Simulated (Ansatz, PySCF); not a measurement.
Gas-phase reaction (SMILES): [F][Ge]([F])([Br])[Br] + F (HF) → [F][Ge]([F])([F])[Br] [bromo(trifluoro)germane] + Br (HBr); hydrogen fluoride cleaves one Ge-Br bond, a model of a ligand-exchange step.

Structures are relaxed separately at B3LYP-D3(BJ)/def2-TZVP in Ansatz (an electronic-structure program). Correlated levels leave the core frozen unless marked. Spin-orbit coupling is left out. Frozen are the shells of the preceding noble gas and the d and f shells that filled before the atom's block. No relativistic terms. Basis-set limits of correlation are two-point, X^-3; Hartree-Fock from the larger set (for Q and 5 zeta extrapolated as (X+1)exp(-9√X)). Thermal terms are rigid-rotor harmonic-oscillator values from B3LYP-D3(BJ) frequencies (Ansatz or PySCF) at 298.15 K and 1 atm. 1 Eh = 627.5095 kcal/mol.

```tsv
species	E, CCSD(T)/CBS(cc-pVQZ,cc-pV5Z) (Ansatz) (Eh)	E, PBE0-D4/def2-TZVPD (Ansatz + dftd4) (Eh)	H - E (Eh)
[F][Ge]([F])([Br])[Br]	-7420.65031	-7424.22489	0.01454
F (HF)	-100.39528	-100.39487	0.01259
[F][Ge]([F])([F])[Br]	-4947.75876	-4950.15127	0.01540
Br (HBr)	-2573.28264	-2574.45927	0.00927
```

### Question
Work out ΔE and ΔH at 298.15 K at the first level, then ΔH at the second.

### Answer

1. ΔE = [(-4947.75876) + (-2573.28264)] - [(-7420.65031) + (-100.39528)] = 0.00419 Eh = 2.6 kcal/mol at CCSD(T)/CBS(cc-pVQZ,cc-pV5Z).
2. The terms H - E add up to -0.00246 Eh, so ΔH = (0.00419 + (-0.00246))×627.5095 = 1.1 kcal/mol.
3. At PBE0-D4/def2-TZVPD the same steps give ΔE = 5.8 and ΔH = 4.2 kcal/mol, a shift of +3.1 from the first level.
4. These values are not checked against measurement here, since the tables used lack a sound gas-phase enthalpy of formation for at least one species.
